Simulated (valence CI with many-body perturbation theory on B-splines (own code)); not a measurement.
Questions on Pb

Computed by configuration interaction combined with many-body perturbation theory (CI+MBPT): four valence electrons over a frozen Dirac-Fock core [Xe] 4f14 5d10, a basis of 9 s, 9 p, 8 d, 6 f, 3 g, 1 h functions for each j, with the one-electron correlation potential Σ1, the two-electron term Σ2, the three-electron term Σ3, Breit, model QED; selected CI, second order for the rest, scaled by the run's own slope (own B-spline code, finite nucleus).

Set against measurement, 21 paired levels are off by 186 cm⁻¹ on average, the worst by 422. These come from a selection out of the NIST Handbook of Basic Atomic Spectroscopic Data. Levels without a partner in it may be off by more. Among the levels kept, up to 270 cm⁻¹ of a level comes from second order outside the variational space, and about a tenth of that is noise between levels of different J, which matters for small intervals.

Levels are named by their leading jj configuration (3d3/2^4 stands for four electrons in 3d with j = 3/2), which in mixed levels can hold well under half, so a name can repeat and another be missing.

Rates and lifetimes use the calculated energies. Strong lines usually hold to 10 to 20 %, long lifetimes can be off by a factor of two.

Task: What is the ground level?

Result: (6s^2 6p1/2^2) J=0, composition 81 % 6s2 6p2 3P + 15 % 6s2 6p2 1S.

Task: What are the static dipole polarisabilities of the lowest levels?

Result: (6s^2 6p1/2^2) J=0 46.9; (6s^2 6p1/2 6p3/2) J=1 59.2 (tensor -5.8); (6s^2 6p1/2 6p3/2) J=2 63.2 (tensor -9.5) bohr³, of which the core gives 3.63. The recommended value for the atom is 47 ± 3 bohr³ (Schwerdtfeger and Nagle, table of static dipole polarizabilities (2023 update)).

Task: Name the longest-lived excited levels whose lifetime is computed, and their main decay.

Result: (6s^2 6p1/2 6p3/2) J=2 at 1.347 eV lives 2.29 s, mostly by E2 to (6s^2 6p1/2^2) J=0; (6s^2 6p1/2 6p3/2) J=1 at 1.003 eV lives 126 ms, mostly by M1 to (6s^2 6p1/2^2) J=0; (6s^2 6p3/2^2) J=2 at 2.713 eV lives 33.2 ms, mostly by M1 to (6s^2 6p1/2 6p3/2) J=1.

Task: Among levels below 6.772 eV, which E1 lines absorb most strongly from the ground level?

Result: to (6s^2 6p1/2 6d3/2) J=1 at 217.5 nm, f = 0.489; to (6s^2 6p1/2 7s) J=1 at 283.3 nm, f = 0.197; to (6s^2 6p1/2 7d3/2) J=1 at 191.2 nm, f = 0.138.

Task: How well does LS coupling describe the low levels?

Result: Among the lowest 20 levels the leading LS term, summed over configurations, holds 70 % on average. For single configurations the figures are 65 % in LS and 91 % in jj coupling. Terms mix most in the J = 2 level at 5.692 eV, where the leading one holds 42 %.
